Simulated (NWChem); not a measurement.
System: C$_{5}$H$_{3}$NSe; SMILES c1c(C#N)c[se]c1

Here is an NWChem input.

```
start job
memory heap 200 mb stack 900 mb global 1100 mb
geometry units angstroms noautosym nocenter noautoz
  N      0.425230    -3.732583     0.000000
  C      0.218566    -2.591234     0.000000
  C     -0.044885    -1.187685     0.000000
  C     -1.374386    -0.643550     0.000000
  C     -1.419107     0.717828     0.000000
  Se     0.278420     1.464418     0.000000
  C      0.959179    -0.245907     0.000000
  H     -2.264686    -1.274167     0.000000
  H     -2.308202     1.347343     0.000000
  H      2.030735    -0.440602     0.000000
end
basis spherical
  N library 6-31g*
  C library 6-31g*
  Se library 6-31g*
  H library 6-31g*
end
dft
  xc b3lyp
  iterations 150
end
property
  efieldgrad
end
task dft property
```

Parts of the log:

```
             Northwest Computational Chemistry Package (NWChem) 7.3.0
             --------------------------------------------------------

                             Geometry "geometry" -> ""
                             -------------------------

 Output coordinates in angstroms (scale by  1.889725989 to convert to a.u.)

  No.       Tag          Charge          X              Y              Z
 ---- ---------------- ---------- -------------- -------------- --------------
    1 N                    7.0000     0.42523000    -3.73258300     0.00000000
    2 C                    6.0000     0.21856600    -2.59123400     0.00000000
    3 C                    6.0000    -0.04488500    -1.18768500     0.00000000
    4 C                    6.0000    -1.37438600    -0.64355000     0.00000000
    5 C                    6.0000    -1.41910700     0.71782800     0.00000000
    6 Se                  34.0000     0.27842000     1.46441800     0.00000000
    7 C                    6.0000     0.95917900    -0.24590700     0.00000000
    8 H                    1.0000    -2.26468600    -1.27416700     0.00000000
    9 H                    1.0000    -2.30820200     1.34734300     0.00000000
   10 H                    1.0000     2.03073500    -0.44060200     0.00000000

 Effective nuclear repulsion energy (a.u.)     435.5894764947

                              NWChem Property Module
                              ----------------------

  itol2e modified to match energy
  convergence criterion.

                                 NWChem DFT Module
                                 -----------------

 Summary of "ao basis" -> "ao basis" (spherical)
 ------------------------------------------------------------------------------
       Tag                 Description            Shells   Functions and Types
 ---------------- ------------------------------  ------  ---------------------
 N                           6-31g*                  6       14   3s2p1d
 C                           6-31g*                  6       14   3s2p1d
 Se                          6-31g*                 12       32   5s4p3d
 H                           6-31g*                  2        2   2s

  itol2e modified to match energy
  convergence criterion.

            General Information
            -------------------
          SCF calculation type: DFT
          Wavefunction type:  closed shell.
          No. of atoms     :    10
          No. of electrons :    74
           Alpha electrons :    37
            Beta electrons :    37
          Charge           :     0
          Spin multiplicity:     1
          Use of symmetry is: off; symmetry adaption is: off
          Maximum number of iterations: 150
          AO basis - number of functions:   122
                     number of shells:    54
          Convergence on energy requested:  1.00D-07
          Convergence on density requested:  1.00D-05
          Convergence on gradient requested:  5.00D-04

              XC Information
              --------------
                         B3LYP Method XC Potential
                     Hartree-Fock (Exact) Exchange  0.200
                        Slater Exchange Functional  0.800 local
                    Becke 1988 Exchange Functional  0.720 non-local
              Lee-Yang-Parr Correlation Functional  0.810
                  VWN I RPA Correlation Functional  0.190 local

             Grid Information
             ----------------
          Grid used for XC integration:  fine
          Radial quadrature: Mura-Knowles
          Angular quadrature: Lebedev.
          Tag              B.-S. Rad. Rad. Pts. Rad. Cut. Ang. Pts.
          ---              ---------- --------- --------- ---------
          N                   0.65       70          13.0       590
          C                   0.70       70          12.0       590
          Se                  1.15      140          11.0       974
          H                   0.35       60          12.0       590
          Grid pruning is: on
          Number of quadrature shells:   740
          Spatial weights used:  Erf1

      Superposition of Atomic Density Guess
      -------------------------------------

 Sum of atomic energies:       -2643.59504987

      Non-variational initial energy
      ------------------------------

 Total energy =   -2647.499231
 1-e energy   =   -4537.749813
 2-e energy   =    1454.661106
 HOMO         =      -0.247140
 LUMO         =      -0.014870

   convergence    iter        energy       DeltaE   RMS-Dens  Diis-err
 ---------------- ----- ----------------- --------- --------- ---------
 d= 0,ls=0.0,diis     1  -2648.1940922422 -3.08D+03  1.76D-02  1.02D+00
 d= 0,ls=0.0,diis     2  -2647.8865257079  3.08D-01  1.31D-02  3.56D+00
 d= 0,ls=0.0,diis     3  -2648.3113991258 -4.25D-01  2.83D-03  1.60D-01
 d= 0,ls=0.0,diis     4  -2648.3253052289 -1.39D-02  1.35D-03  3.10D-02
 d= 0,ls=0.0,diis     5  -2648.3292694884 -3.96D-03  3.89D-04  3.55D-03
  Resetting Diis
 d= 0,ls=0.0,diis     6  -2648.3297133370 -4.44D-04  1.13D-04  2.03D-04
 d= 0,ls=0.0,diis     7  -2648.3297362277 -2.29D-05  1.01D-04  3.14D-05
 d= 0,ls=0.0,diis     8  -2648.3297220878  1.41D-05  6.84D-05  1.33D-04
 d= 0,ls=0.0,diis     9  -2648.3297406169 -1.85D-05  7.91D-06  8.06D-07
 d= 0,ls=0.0,diis    10  -2648.3297407242 -1.07D-07  2.14D-06  1.29D-07
 d= 0,ls=0.0,diis    11  -2648.3297407385 -1.43D-08  6.38D-07  6.14D-09

         Total DFT energy =    -2648.329740738510
      One electron energy =    -4540.518638944555
           Coulomb energy =     1578.888369534912
    Exchange-Corr. energy =     -122.288947823523
 Nuclear repulsion energy =      435.589476494656

 Numeric. integr. density =       74.000000183285

                       DFT Final Molecular Orbital Analysis
                       ------------------------------------

 Vector   35  Occ=2.000000D+00  E=-3.305743D-01
              MO Center=  3.0D-01, -2.8D+00,  9.0D-11, r^2= 2.8D+00
   Bfn.  Coefficient  Atom+Function         Bfn.  Coefficient  Atom+Function
  ----- ------------  ---------------      ----- ------------  ---------------
     3      0.437335   1 N  px               17      0.369153   2 C  px
     7      0.253090   1 N  px               21      0.215097   2 C  px
    82     -0.162621   6 Se py              106      0.134818   7 C  py
    31     -0.107354   3 C  px               46     -0.089825   4 C  py
    18      0.085891   2 C  py               45      0.078821   4 C  px

[...]

          -----------------------
          Electric field gradient
          -----------------------

 1 a.u. = 0.324123 10**(16) esu/cm**3  ( or statvolts/cm**2 ) = 0.97174 10**(22) v/m**2

 ------------------------------------------------------------
   Atom      X         Y         Z
 ------------------------------------------------------------
    1 N    0.80357  -7.05356   0.00000
 ------------------------------------------------------------

 Electric field gradient in molecular frame (a.u.)
         XX             YY             ZZ             XY             XZ             YZ
 ------------------------------------------------------------------------------------------
       -0.395907       0.703687      -0.307780      -0.210077      -0.000000      -0.000000

 Principal components (a.u.) and orientation
 of principal axis w.r.t. absolute frame                      Asymmetry parameter eta
 --------------------------------------------------------------------------------------
        0.742455      -0.434676      -0.307780                       0.170914

       -0.181479       0.983395      -0.000000
        0.983395       0.181479      -0.000000
        0.000000       0.000000       1.000000

 ------------------------------------------------------------
   Atom      X         Y         Z
 ------------------------------------------------------------
    2 C    0.41303  -4.89672   0.00000
 ------------------------------------------------------------

 Electric field gradient in molecular frame (a.u.)
         XX             YY             ZZ             XY             XZ             YZ
 ------------------------------------------------------------------------------------------
       -0.121537       0.256443      -0.134907      -0.074424       0.000000       0.000000

 Principal components (a.u.) and orientation
 of principal axis w.r.t. absolute frame                      Asymmetry parameter eta
 --------------------------------------------------------------------------------------
        0.270570      -0.135663      -0.134907                       0.002796

       -0.186477       0.982459       0.000001
        0.982459       0.186477       0.000000
        0.000000      -0.000001       1.000000

 ------------------------------------------------------------
   Atom      X         Y         Z
 ------------------------------------------------------------
    3 C   -0.08482  -2.24440   0.00000
 ------------------------------------------------------------

 Electric field gradient in molecular frame (a.u.)
         XX             YY             ZZ             XY             XZ             YZ
 ------------------------------------------------------------------------------------------
        0.125454      -0.064669      -0.060785       0.032896      -0.000000       0.000000

 Principal components (a.u.) and orientation
 of principal axis w.r.t. absolute frame                      Asymmetry parameter eta
 --------------------------------------------------------------------------------------
        0.130985      -0.070200      -0.060785                       0.071881

        0.986159      -0.165804       0.000000
        0.165804       0.986159       0.000000
       -0.000000      -0.000000       1.000000

 ------------------------------------------------------------
   Atom      X         Y         Z
 ------------------------------------------------------------
    4 C   -2.59721  -1.21613   0.00000
 ------------------------------------------------------------

 Electric field gradient in molecular frame (a.u.)
         XX             YY             ZZ             XY             XZ             YZ
 ------------------------------------------------------------------------------------------
        0.068300       0.110579      -0.178879       0.025589      -0.000000       0.000000

 Principal components (a.u.) and orientation
 of principal axis w.r.t. absolute frame                      Asymmetry parameter eta
 --------------------------------------------------------------------------------------
       -0.178879       0.122631       0.056248                       0.371110

        0.000000       0.426091       0.904680
       -0.000000       0.904680      -0.426091
        1.000000       0.000000      -0.000000

 ------------------------------------------------------------
   Atom      X         Y         Z
 ------------------------------------------------------------
    5 C   -2.68172   1.35650   0.00000
 ------------------------------------------------------------

 Electric field gradient in molecular frame (a.u.)
         XX             YY             ZZ             XY             XZ             YZ
 ------------------------------------------------------------------------------------------
       -0.076663       0.148032      -0.071369      -0.135976       0.000000       0.000000

 Principal components (a.u.) and orientation
 of principal axis w.r.t. absolute frame                      Asymmetry parameter eta
 --------------------------------------------------------------------------------------
        0.212069      -0.140700      -0.071369                       0.326927

       -0.426059       0.904695       0.000000
        0.904695       0.426059       0.000000
        0.000000      -0.000000       1.000000

 ------------------------------------------------------------
   Atom      X         Y         Z
 ------------------------------------------------------------
    6 Se   0.52614   2.76735   0.00000
 ------------------------------------------------------------

 Electric field gradient in molecular frame (a.u.)
         XX             YY             ZZ             XY             XZ             YZ
 ------------------------------------------------------------------------------------------
       -2.747852      -0.364959       3.112812       1.289495       0.000000      -0.000000

 Principal components (a.u.) and orientation
 of principal axis w.r.t. absolute frame                      Asymmetry parameter eta
 --------------------------------------------------------------------------------------
       -3.312066       3.112812       0.199254                       0.879680

        0.916142       0.000000       0.400854
       -0.400854      -0.000000       0.916142
       -0.000000       1.000000       0.000000

 ------------------------------------------------------------
   Atom      X         Y         Z
 ------------------------------------------------------------
    7 C    1.81259  -0.46470   0.00000
 ------------------------------------------------------------

 Electric field gradient in molecular frame (a.u.)
         XX             YY             ZZ             XY             XZ             YZ
 ------------------------------------------------------------------------------------------
        0.174106      -0.075619      -0.098488       0.081385       0.000000       0.000000

 Principal components (a.u.) and orientation
 of principal axis w.r.t. absolute frame                      Asymmetry parameter eta
 --------------------------------------------------------------------------------------
        0.198288      -0.099800      -0.098488                       0.006617

        0.958581      -0.284819      -0.000000
        0.284819       0.958581       0.000001
        0.000000      -0.000001       1.000000

 ------------------------------------------------------------
   Atom      X         Y         Z
 ------------------------------------------------------------
    8 H   -4.27964  -2.40783   0.00000
 ------------------------------------------------------------

 Electric field gradient in molecular frame (a.u.)
         XX             YY             ZZ             XY             XZ             YZ
 ------------------------------------------------------------------------------------------
       -0.149027      -0.005558       0.154585      -0.199226      -0.000000      -0.000000

 Principal components (a.u.) and orientation
 of principal axis w.r.t. absolute frame                      Asymmetry parameter eta
 --------------------------------------------------------------------------------------
       -0.289039       0.154585       0.134454                       0.069646

        0.818161       0.000000      -0.574989
        0.574989      -0.000000       0.818161
        0.000000       1.000000       0.000000

 ------------------------------------------------------------
   Atom      X         Y         Z
 ------------------------------------------------------------
    9 H   -4.36187   2.54611   0.00000
 ------------------------------------------------------------

 Electric field gradient in molecular frame (a.u.)
         XX             YY             ZZ             XY             XZ             YZ
 ------------------------------------------------------------------------------------------
       -0.148300      -0.011152       0.159452       0.203297       0.000000       0.000000

 Principal components (a.u.) and orientation
 of principal axis w.r.t. absolute frame                      Asymmetry parameter eta
 --------------------------------------------------------------------------------------
       -0.294277       0.159452       0.134825                       0.083688

        0.812286       0.000000       0.583260
       -0.583260       0.000000       0.812286
       -0.000000       1.000000      -0.000000

[...]
```

Level: B3LYP/6-31G* (spherical d). Structure relaxed at the PBE0/def2-SVP level. NWChem prints the field gradient with the sign opposite to the second derivative of the potential.
